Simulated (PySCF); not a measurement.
**Fractional electron number in Te²⁺ (tellurium, charge +2)**

The 5p alpha orbital of [Kr] 4d10 5s2 5p2 is emptied in steps (occupation f), with all orbitals relaxed, ending at [Kr] 4d10 5s2 5p1. Computed with PySCF 2.14 in def2-SVP with the def2 core potential (28 electrons) (4s4p2d, 26 functions), with scalar relativity through the core potential. The exact energy is a straight line in f; departures are measured from the line between the end points of the same method.

```tsv
f	UHF (eV)	LDA (eV)	PBE (eV)	PBE0 (eV)	r2SCAN (eV)	LC-wPBE (eV)	BHandHLYP (eV)	wB97X (eV)	HSE06 (eV)	r2SCAN0 (eV)
1	0.000	0.000	0.000	0.000	0.000	0.000	0.000	0.000	0.000	0.000
0.8	0.057	-0.749	-0.725	-0.530	-0.685	-0.094	-0.354	-0.152	-0.600	-0.504
0.6	0.084	-1.125	-1.087	-0.792	-1.017	-0.138	-0.531	-0.231	-0.900	-0.748
0.4	0.083	-1.125	-1.084	-0.789	-1.004	-0.134	-0.530	-0.235	-0.899	-0.737
0.2	0.055	-0.750	-0.720	-0.523	-0.659	-0.085	-0.353	-0.159	-0.598	-0.483
0	0.000	0.000	0.000	0.000	0.000	0.000	0.000	0.000	0.000	0.000
```

```csv
method,E(f=0) − E(f=1) (eV),−ε at f=1 (eV),−ε at f=0.4 (eV)
UHF,26.934,27.294,26.859
LDA,27.704,23.033,28.642
PBE,27.510,22.975,28.429
PBE0,27.565,24.246,28.242
r2SCAN,27.704,23.397,28.616
LC-wPBE,27.674,27.073,27.809
BHandHLYP,27.457,25.247,27.900
wB97X,27.330,26.392,27.505
HSE06,27.551,23.801,28.305
r2SCAN0,27.720,24.545,28.396
```

Orbital energy along the path (eV):

```tsv
f	UHF	LDA	PBE	PBE0	r2SCAN	LC-wPBE	BHandHLYP	wB97X	HSE06	r2SCAN0
1	-27.294	-23.033	-22.975	-24.246	-23.397	-27.073	-25.247	-26.392	-23.801	-24.545
0.8	-27.143	-24.889	-24.793	-25.585	-25.163	-27.331	-26.131	-26.752	-25.301	-25.853
0.6	-26.998	-26.761	-26.614	-26.920	-26.912	-27.578	-27.016	-27.121	-26.803	-27.144
0.4	-26.859	-28.642	-28.429	-28.242	-28.616	-27.809	-27.900	-27.505	-28.305	-28.396
0.2	-26.725	-30.520	-30.225	-29.543	-30.229	-28.015	-28.783	-27.913	-29.802	-29.575
0	-26.597	-32.377	-31.994	-30.815	-31.751	-28.174	-29.666	-28.339	-31.263	-30.677
```

Reference removal energy between the ground levels: 27.84 ± 0.04 eV (measured; NIST Atomic Spectra Database, ionization energies). The calculation has no spin-orbit coupling. UHF lacks correlation.
